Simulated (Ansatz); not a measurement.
What a proton shuttle does

BCl₃ ([Cl][B]([Cl])[Cl]) + H₂O → BHCl₂O ([OH][B]([Cl])[Cl]) + HCl (links in brackets), a four-centre ligand exchange, has a barrier of 83.2 kJ/mol above its start structure and a step energy of -35.4 kJ/mol. One HF is now added to the ring of the saddle, taking the hydrogen and handing on one of its own. Gas-phase electronic energies, without zero-point energy, by CCSD(T) at an estimated basis limit (MP2 extrapolated from triple and quadruple zeta, plus CCSD(T) − MP2 in triple zeta); Ansatz 0.2.0, def2-TZVPP and QZVPP, frozen cores, on PBE0-D4/def2-TZVP structures. Extrapolation: Hartree–Fock as exp(−7.88 √X), correlation as X^−2.97. Each barrier counts from its own start structure, which holds all the molecules, is reached by relaxing down from the saddle and may not be the deepest complex; no counterpoise correction.

Q: What are the barrier and the step energy with the shuttle? (Judge from chemistry; the value comes from the calculation.)

A: Computed: Barrier 61.0 kJ/mol, 22.3 kJ/mol lower than without; step energy -18.4 kJ/mol, both from the start structure. Counted from all the molecules apart, the saddle lies at -17.6 kJ/mol with the shuttle and at 51.8 kJ/mol without; the start well goes from -31.5 to -78.6 kJ/mol. At the saddle the angle at each passing proton is O–H···Cl 137° without the shuttle, against O–H···F 162° and F–H···Cl 158° with it. Bringing in the extra molecule costs entropy, which these electronic energies leave out.

No T1 diagnostic of these runs exceeds 0.012.

For scale, one of the runs: CCSD(T)/def2-TZVPP, 261 basis functions, launched by `ansatz run in.yaml --threads 8 --pin off --events-out ev --progress --plain --max-ram 19148MiB`. Hardware: 8 CPU threads of an Arm Neoverse V2, shared host. Wall time 2.5 min; peak host memory 6.3 GiB.
